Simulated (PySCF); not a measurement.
Molfile (atoms numbered from 1):
```
C7H15P
     RDKit          3D

 23 23  0  0  0  0  0  0  0  0999 V2000
   -1.3434    0.8033   -1.2220 C   0  0  0  0  0  0  0  0  0  0  0  0
   -0.7641    0.0264   -0.0351 C   0  0  0  0  0  0  0  0  0  0  0  0
   -1.0147   -1.4673   -0.2539 C   0  0  0  0  0  0  0  0  0  0  0  0
   -1.4704    0.4621    1.2530 C   0  0  0  0  0  0  0  0  0  0  0  0
    0.7293    0.3764    0.0898 C   0  0  0  0  0  0  0  0  0  0  0  0
    1.5576   -0.3108    1.1886 C   0  0  0  0  0  0  0  0  0  0  0  0
    3.0997   -0.2562    0.1233 P   0  0  0  0  0  0  0  0  0  0  0  0
    1.6729    0.0015   -1.0656 C   0  0  0  0  0  0  0  0  0  0  0  0
   -0.8651    0.4979   -2.1498 H   0  0  0  0  0  0  0  0  0  0  0  0
   -2.4116    0.6183   -1.3105 H   0  0  0  0  0  0  0  0  0  0  0  0
   -1.1911    1.8729   -1.0936 H   0  0  0  0  0  0  0  0  0  0  0  0
   -0.6372   -2.0592    0.5760 H   0  0  0  0  0  0  0  0  0  0  0  0
   -2.0846   -1.6481   -0.3341 H   0  0  0  0  0  0  0  0  0  0  0  0
   -0.5470   -1.8184   -1.1701 H   0  0  0  0  0  0  0  0  0  0  0  0
   -1.0832   -0.0891    2.1068 H   0  0  0  0  0  0  0  0  0  0  0  0
   -1.3208    1.5245    1.4339 H   0  0  0  0  0  0  0  0  0  0  0  0
   -2.5395    0.2750    1.1804 H   0  0  0  0  0  0  0  0  0  0  0  0
    0.7951    1.4597    0.2433 H   0  0  0  0  0  0  0  0  0  0  0  0
    1.2667   -1.3495    1.3460 H   0  0  0  0  0  0  0  0  0  0  0  0
    1.6109    0.1925    2.1525 H   0  0  0  0  0  0  0  0  0  0  0  0
    3.3066    1.1206    0.3245 H   0  0  0  0  0  0  0  0  0  0  0  0
    1.8150    0.7462   -1.8467 H   0  0  0  0  0  0  0  0  0  0  0  0
    1.4141   -0.9517   -1.5267 H   0  0  0  0  0  0  0  0  0  0  0  0
  1  2  1  0
  2  3  1  0
  2  4  1  0
  2  5  1  0
  5  6  1  0
  6  7  1  0
  7  8  1  0
  8  5  1  0
  1  9  1  0
  1 10  1  0
  1 11  1  0
  3 12  1  0
  3 13  1  0
  3 14  1  0
  4 15  1  0
  4 16  1  0
  4 17  1  0
  5 18  1  0
  6 19  1  0
  6 20  1  0
  7 21  1  0
  8 22  1  0
  8 23  1  0
M  END
```

Computational details: GFN2-xTB geometry, shieldings: GIAO PBE0/pcSseg-1, in PySCF 2.14.0 with density-fitted response routines (relativity neglected, single conformer, equivalent nuclei averaged, gas phase).

List the cross peaks expected in HSQC, COSY and HMBC spectra.

Answers



HSQC (one-bond C–H):
```csv
δH,δC
2.74 (H18),56.9 (C5)
1.84 (H19/H23),18.9 (C6/C8)
1.69 (H20/H22),18.9 (C6/C8)
0.85 (H9/H10/H11/H12/H13/H14/H15/H16/H17),27.1 (C1/C3/C4)
```

COSY cross peaks (H two or three bonds apart, from the bond graph; peaks can be absent where the dihedral angle is near 90°):
```csv
δH,δH
3.85 (H21),1.84 (H19/H23)
3.85 (H21),1.69 (H20/H22)
2.74 (H18),1.84 (H19/H23)
2.74 (H18),1.69 (H20/H22)
1.84 (H19/H23),1.69 (H20/H22)
```

HMBC (two and three bonds, from the bond graph):
```csv
δH,δC
3.85 (H21),"56.9 (C5), 18.9 (C6/C8)"
2.74 (H18),"35.7 (C2), 27.1 (C1/C3/C4), 18.9 (C6/C8)"
1.84 (H19/H23),"56.9 (C5), 35.7 (C2), 18.9 (C6/C8)"
1.69 (H20/H22),"56.9 (C5), 35.7 (C2), 18.9 (C6/C8)"
0.85 (H9/H10/H11/H12/H13/H14/H15/H16/H17),"56.9 (C5), 35.7 (C2), 27.1 (C1/C3/C4)"
```

Shifts are taken against calculated references (same method and geometry level): ¹H and ¹³C against TMS.

Short H···H contacts in this conformer between protons four or more bonds apart (candidates for NOE cross peaks, intensity ∝ r⁻⁶): H12···H19 2.17 Å, H16···H18 2.43 Å, H18···H21 2.54 Å, H9···H22 2.71 Å.

Shifts are as computed. Against solution values, carbons near 30 ppm lie about +3 ppm off and those near 130 ppm about +5 ppm. Of 1211 compounds with measured shifts, 218 miss one by over three times the rms of a fit or turn the order of signals round; such compounds aren't used in these exercises.
